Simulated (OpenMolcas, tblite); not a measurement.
## CH3BClFO (SMILES OC(F)BCl): the vertical ionisation energy, rung by rung

The species is CH3BClFO (8 atoms), meant as a singlet with charge 0. As SMILES, `OC(F)BCl`. Geometry: relaxed at PBE0-D4/def2-TZVP. This is one conformer, not always the lowest.

Each level gives the vertical ionisation energy (to the doublet cation) (eV). The values are calculated.

| level | kind | program | value (eV) | CPU time (all runs) |
| --- | --- | --- | --- | --- |
| GFN1-xTB | semi-empirical | tblite | 15.20 | under 2 s |
| HF/def2-SVP | Hartree–Fock | OpenMolcas | 11.02 | 35 s |
| SVWN5/def2-SVP | LDA | OpenMolcas | 10.27 | 1.9 min |
| PBE/def2-SVP | GGA | OpenMolcas | 10.17 | 3 min |
| M06-L/def2-SVP | meta-GGA | OpenMolcas | 10.58 | 3.9 min |
| PBE0/def2-SVP | global hybrid | OpenMolcas | 10.82 | 2.1 min |

The values span 10.17 to 15.20 eV. The xTB values lack the empirical shift that such differences need. Times are those of the runs behind each value, whatever else they computed, on shared processors of several kinds: orders of magnitude only.
